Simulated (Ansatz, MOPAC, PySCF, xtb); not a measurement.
Complex: NH3 (SMILES N) (first 4 atoms) with SiH4 (SMILES [SiH4]); geometry from B3LYP-D3(BJ)/def2-TZVP, rigid monomers moved along the line of their centres of mass till N1···Si5 is 3.28 Å.
(charge 0, multiplicity 1):
```xyz
9

N      0.0695     0.1640    -0.0073
H     -0.7442     0.6433     0.3597
H      0.0378    -0.7928     0.3247
H      0.8905     0.6013     0.3945
Si    -0.0038     0.0441     3.2723
H      1.2314     0.7318     2.8347
H     -0.0371    -0.0100     4.7517
H     -0.0236    -1.3330     2.7307
H     -1.1860     0.7871     2.7820
```

Counterpoise-corrected where a basis set is named; no monomer relaxation.

Frozen-core correlation. CBS: X⁻³ extrapolation of the correlation energy, Hartree–Fock from the larger set. Rows in 6-31G* carry no dispersion term and start afresh at each structure (6-31G* with six Cartesian d functions). The state that AM1 reach isn't checked.

Codes used: Ansatz (Gaussian orbitals); MOPAC for AM1 (differences of heats of formation); PySCF for 6-31G* rows, the dispersion terms; xtb for the GFN methods. Each number belongs to the level named beside it.

```
level                                          interaction energy (kcal/mol)
---------------------------------------------  -----------------------------
GFN-FF                                                                 -0.12
AM1                                                                     3.93
HF/aug-cc-pV(D+d)Z                                                      2.93
B3LYP/6-31G*                                                            2.22
B3LYP-D3(BJ)/def2-TZVPPD                                               -0.24
B3LYP-D4/def2-TZVPPD                                                    0.16
PBE0-D3(BJ)/def2-TZVPPD                                                -0.52
MP2/aug-cc-pV(T+d)Z                                                        ?
CCSD(T)/CBS(aug-cc-pV(D+d)Z, aug-cc-pV(T+d)Z)                          -0.09
```

Task: Complete the blanks.

Result: 
- MP2/aug-cc-pV(T+d)Z, interaction energy (kcal/mol): 0.32

Ansatz is a program for electronic structure.
